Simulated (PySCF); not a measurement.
Ba (barium, neutral) across methods

[Xe] 5d1 6s1, high-spin 3D determinant (an excited configuration). Computed with PySCF 2.14 in aug-cc-pwCVTZ-X2C (11s10p8d4f, 109 functions), with scalar relativity by spin-free X2C-1e. The B2PLYP total includes its PT2 part (frozen core); its orbital energies are those of the SCF part.

```json
{"method": "LDA", "E (hartree)": "-8127.69", "mean ε 5p β (eV)": "-17.422", "mean ε 6s α (eV)": "-3.162", "mean ε 5d α (eV)": "-1.766", "Σ⟨r²⟩ (bohr²)": "90.08", "⟨S²⟩": "2.001"}
{"method": "PBEsol", "E (hartree)": "-8130.95", "mean ε 5p β (eV)": "-17.273", "mean ε 6s α (eV)": "-3.032", "mean ε 5d α (eV)": "-1.778", "Σ⟨r²⟩ (bohr²)": "90.21", "⟨S²⟩": "2.001"}
{"method": "UHF", "E (hartree)": "-8131.60479", "mean ε 5p β (eV)": "-22.732", "mean ε 6s α (eV)": "-4.370", "mean ε 5d α (eV)": "-3.861", "Σ⟨r²⟩ (bohr²)": "94.53", "⟨S²⟩": "2.005"}
{"method": "PBE0", "E (hartree)": "-8134.37", "mean ε 5p β (eV)": "-18.834", "mean ε 6s α (eV)": "-3.410", "mean ε 5d α (eV)": "-2.440", "Σ⟨r²⟩ (bohr²)": "90.59", "⟨S²⟩": "2.001"}
{"method": "r2SCAN", "E (hartree)": "-8134.71", "mean ε 5p β (eV)": "-17.773", "mean ε 6s α (eV)": "-3.011", "mean ε 5d α (eV)": "-1.957", "Σ⟨r²⟩ (bohr²)": "90.49", "⟨S²⟩": "2.002"}
{"method": "B2PLYP", "E (hartree)": "-8133.94", "mean ε 5p β (eV)": "-20.254", "mean ε 6s α (eV)": "-3.709", "mean ε 5d α (eV)": "-2.839", "Σ⟨r²⟩ (bohr²)": "92.10", "⟨S²⟩": "2.002"}
{"method": "BHandHLYP", "E (hartree)": "-8134.72", "mean ε 5p β (eV)": "-20.245", "mean ε 6s α (eV)": "-3.685", "mean ε 5d α (eV)": "-2.829", "Σ⟨r²⟩ (bohr²)": "91.20", "⟨S²⟩": "2.001"}
{"method": "PBE", "E (hartree)": "-8134.29", "mean ε 5p β (eV)": "-17.254", "mean ε 6s α (eV)": "-2.989", "mean ε 5d α (eV)": "-1.827", "Σ⟨r²⟩ (bohr²)": "90.82", "⟨S²⟩": "2.001"}
```

Spin-orbit coupling, absent here, splits the open shell strongly.
